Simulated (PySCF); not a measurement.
C₆ coefficients of unlike pairs at wB97X

Calculated with PySCF 2.14 from the dipole response of each species, C₆(A,B) = (3/π) ∫ α_A(iu) α_B(iu) du, in atomic units, from isotropic polarisabilities. For ions this is the dispersion term alone; charge-induced terms of lower order in 1/R come first.

```csv
species,configuration,basis,relativity,α (bohr³),C₆ (like pair)
Fe³⁺,[Ar] 3d5 (6S),def2-QZVPPD (11s6p5d4f2g),none,1.818,4.407
Sn,[Kr] 4d10 5s2 5p2 (3P),"aug-cc-pVTZ-PP with one added diffuse shell each of d, f type with ECP28MDF (6s5p5d3f)",core potential,55.96,597.3
Mn²⁺,[Ar] 3d5 (6S),aug-cc-pVDZ-DK (7s6p4d2f),spin-free X2C,3.851,10.93
```

(1) Estimate C₆ for Sn with Fe³⁺.

No spin-orbit coupling is included.

The other pairs:

```
      pair     C₆
  Mn²⁺, Sn  66.81
Mn²⁺, Fe³⁺  6.784
```

Answers

(1) The integral gives 36.28. The combination rule 2 C_A C_B / (C_A α_B/α_A + C_B α_A/α_B) gives 33.95 and the geometric mean 51.30.
